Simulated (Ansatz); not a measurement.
CuO2H2, that is [Cu(OH)2]- with one electron fewer. Total charge 0; doublet. Geometry r2SCAN-D4/def2-TZVPD; atoms count from 1.

```xyz
5

Cu   -0.1552    0.1482   -0.1649
O    -0.6430   -1.2410   -1.0998
H    -0.2672   -2.0819   -0.8084
O     0.2311    1.6344    0.6622
H     0.8343    1.5403    1.4109
```

No other spin state of charge 0 was run.

(1) Estimate the Mulliken populations from the PBE0/def2-TZVPD orbitals of Ansatz.

(2) Where does the spin sit?

(3) And the Mayer bond orders between bonded heavy atoms (over 0.3)?

## Answers

(1) 
```csv
atom,charge (e),spin (α − β),d electrons
Cu1,0.61,0.51,9.33
O2,-0.61,0.26,–
H3,0.30,-0.01,–
O4,-0.61,0.26,–
H5,0.30,-0.01,–
```
Mulliken values and Mayer orders depend strongly on the basis. With diffuse functions, as here, like atoms can get unlike values, and bond orders can come out too low or too high.

(2) Summed by element: Cu 0.51, O 0.51, H -0.02, of 1 unpaired in all. Largest on single atoms: Cu1 0.51, O2 0.26, O4 0.26.

(3) Cu1–O2 1.00 (1.74 Å); Cu1–O4 1.00 (1.74 Å).
